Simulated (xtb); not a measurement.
Input file for xtb: GFN1-xTB on H3NSTe (SMILES N[Te]S), a point of a torsion scan.

```
$ xtb mol.xyz --gfn 1 --sp --chrg 0 --uhf 0
6

N     -1.43701562    -0.00416414     0.20615204
Te     0.06390249    -1.06085926     1.06604256
S      1.90100174    -0.36568153    -0.33628709
H     -1.29220757     0.99536251     0.25472727
H     -1.60189902    -0.24973347    -0.76134828
H      2.23173461    -1.56276504    -0.80004063
```

Program output:

```
[...]
           -------------------------------------------------
          |                Calculation Setup                |
           -------------------------------------------------



           -------------------------------------------------
          |                 G F N 1 - x T B                 |
           -------------------------------------------------

        Reference                      10.1021/acs.jctc.7b00118
      * Hamiltonian:
        H0-scaling (s, p, d)           1.850000    2.250000    2.000000
        zeta-weighting                 0.000000
      * Dispersion:
        s8                             2.400000
        a1                             0.630000
        a2                             5.000000
        s9                             0.000000
      * Repulsion:
        kExp                           1.500000
        rExp                           1.000000
      * Coulomb:
        alpha                          2.000000
        third order                    atomic
        anisotropic                    false
      * Halogen bond correction:
        rad-scale                      1.300000
        damping                        0.440000


          ...................................................
          :                      SETUP                      :
          :.................................................:
          :  # basis functions                  30          :
          :  # atomic orbitals                  28          :
          :  # shells                           14          :
          :  # electrons                        20          :
          :  # halogen bonds                     0          :
          :  max. iterations                   250          :
          :  Hamiltonian                  GFN1-xTB          :
          :  restarted?                      false          :
          :  GBSA solvation                  false          :
          :  PC potential                    false          :
          :  electronic temp.          300.0000000     K    :
          :  accuracy                    1.0000000          :
          :  -> integral cutoff          0.2500000E+02      :
          :  -> integral neglect         0.1000000E-07      :
          :  -> SCF convergence          0.1000000E-05 Eh   :
          :  -> wf. convergence          0.2000000E-04 e    :
          :  Broyden damping             0.4000000          :
          :  net charge                          0          :
          :  unpaired electrons                  0          :
          ...................................................

 iter      E             dE          RMSdq      gap      omega  full diag
   1    -12.3392288 -0.123392E+02  0.390E+00    3.26       0.0  T
   2    -12.3450829 -0.585417E-02  0.282E+00    3.12       1.0  T
   3    -12.3431455  0.193742E-02  0.114E+00    3.28       1.0  T
   4    -12.3475414 -0.439593E-02  0.146E-01    3.18       1.0  T
   5    -12.3476523 -0.110833E-03  0.461E-02    3.20       1.0  T
   6    -12.3476550 -0.270410E-05  0.532E-03    3.20       7.7  T
   7    -12.3476550 -0.711891E-07  0.473E-04    3.20      86.4  T
   8    -12.3476551 -0.763839E-09  0.262E-04    3.20     156.1  T
   9    -12.3476551 -0.561311E-10  0.447E-06    3.20    9129.7  T
  10    -12.3476551 -0.817124E-13  0.127E-06    3.20   32223.8  T

   *** convergence criteria satisfied after 10 iterations ***

         #    Occupation            Energy/Eh            Energy/eV
      -------------------------------------------------------------
         1        2.0000           -1.1333664             -30.8405
       ...           ...                  ...                  ...
         4        2.0000           -0.5377236             -14.6322
         5        2.0000           -0.5197175             -14.1422
         6        2.0000           -0.4959339             -13.4950
         7        2.0000           -0.4550735             -12.3832
         8        2.0000           -0.4182873             -11.3822
         9        2.0000           -0.4041709             -10.9980
        10        2.0000           -0.3702090             -10.0739 (HOMO)
        11                         -0.2526176              -6.8741 (LUMO)
        12                         -0.2247313              -6.1152
        13                         -0.1380395              -3.7562
        14                         -0.0887758              -2.4157
        15                         -0.0704525              -1.9171
       ...                                ...                  ...
        28                          0.6503739              17.6976
      -------------------------------------------------------------
                  HL-Gap            0.1175914 Eh            3.1998 eV
             Fermi-level           -0.3114133 Eh           -8.4740 eV

 SCC (total)                   0 d,  0 h,  0 min,  0.007 sec
 SCC setup                      ...        0 min,  0.000 sec (  1.016%)
 Dispersion                     ...        0 min,  0.000 sec (  0.378%)
 classical contributions        ...        0 min,  0.000 sec (  0.169%)
 integral evaluation            ...        0 min,  0.002 sec ( 24.944%)
 iterations                     ...        0 min,  0.002 sec ( 28.080%)
 molecular gradient             ...        0 min,  0.003 sec ( 42.662%)
 printout                       ...        0 min,  0.000 sec (  2.542%)

         :::::::::::::::::::::::::::::::::::::::::::::::::::::
         ::                     SUMMARY                     ::
         :::::::::::::::::::::::::::::::::::::::::::::::::::::
         :: total energy             -12.293764980632 Eh    ::
         :: gradient norm              0.023582442645 Eh/a0 ::
         :: HOMO-LUMO gap              3.199825157839 eV    ::
         ::.................................................::
         :: SCC energy               -12.347655050274 Eh    ::
         :: -> electrostatic           0.023039792516 Eh    ::
         :: repulsion energy           0.055898135318 Eh    ::
         :: dispersion energy         -0.002008065676 Eh    ::
         :: halogen bond corr.         0.000000000000 Eh    ::
         :: add. restraining           0.000000000000 Eh    ::
         :: total charge               0.000000000000 e     ::
         :::::::::::::::::::::::::::::::::::::::::::::::::::::

           -------------------------------------------------
          |                Property Printout                |
           -------------------------------------------------

    * Orbital Energies and Occupations

         #    Occupation            Energy/Eh            Energy/eV
      -------------------------------------------------------------
         1        2.0000           -1.1333664             -30.8405
         2        2.0000           -0.8446455             -22.9840
         3        2.0000           -0.7264194             -19.7669
         4        2.0000           -0.5377236             -14.6322
         5        2.0000           -0.5197175             -14.1422
         6        2.0000           -0.4959339             -13.4950
         7        2.0000           -0.4550735             -12.3832
         8        2.0000           -0.4182873             -11.3822
         9        2.0000           -0.4041709             -10.9980
        10        2.0000           -0.3702090             -10.0739 (HOMO)
        11                         -0.2526176              -6.8741 (LUMO)
        12                         -0.2247313              -6.1152
        13                         -0.1380395              -3.7562
        14                         -0.0887758              -2.4157
        15                         -0.0704525              -1.9171
        16                         -0.0587447              -1.5985
Note: The following floating-point exceptions are signalling: IEEE_UNDERFLOW_FLAG IEEE_DENORMAL
normal termination of xtb
        17                         -0.0198344              -0.5397
        18                         -0.0176955              -0.4815
        19                         -0.0152681              -0.4155
        20                          0.0135757               0.3694
        21                          0.0327569               0.8914
       ...                                ...                  ...
        28                          0.6503739              17.6976
      -------------------------------------------------------------
                  HL-Gap            0.1175914 Eh            3.1998 eV
             Fermi-level           -0.3114133 Eh           -8.4740 eV

  Mulliken/CM5 charges         n(s)   n(p)   n(d)
     1N    -0.47607 -0.93303   1.493  3.983  0.000
     2Te    0.16142  0.27095   1.990  3.727  0.122
     3S    -0.18688 -0.28238   1.935  4.251  0.001
     4H     0.19123  0.37818   0.809  0.000  0.000
     5H     0.19015  0.37675   0.810  0.000  0.000
     6H     0.12016  0.18952   0.880  0.000  0.000

Wiberg/Mayer (AO) data.
largest (>0.10) Wiberg bond orders for each atom

 ---------------------------------------------------------------------------
     #   Z sym  total        # sym  WBO       # sym  WBO       # sym  WBO
 ---------------------------------------------------------------------------
     1   7 N    3.060 --     2 Te   1.073     5 H    0.957     4 H    0.957
     2  52 Te   2.211 --     3 S    1.104     1 N    1.073
     3  16 S    2.160 --     2 Te   1.104     6 H    0.980
     4   1 H    0.973 --     1 N    0.957
     5   1 H    0.972 --     1 N    0.957
     6   1 H    0.996 --     3 S    0.980
 ---------------------------------------------------------------------------

Topologies differ in total number of bonds
Writing topology from bond orders to xtbtopo.mol

 dipole moment from electron density (au)
     X       Y       Z
   0.2348  -0.3554  -0.2856  total (Debye):    1.304


           -------------------------------------------------
          | TOTAL ENERGY              -12.293764980632 Eh   |
          | GRADIENT NORM               0.023582442645 Eh/α |
          | HOMO-LUMO GAP               3.199825157839 eV   |
           -------------------------------------------------

------------------------------------------------------------------------
------------------------------------------------------------------------
 total:
 SCF:
```

The run finished.

Cost: very roughly 0.03 core-seconds.
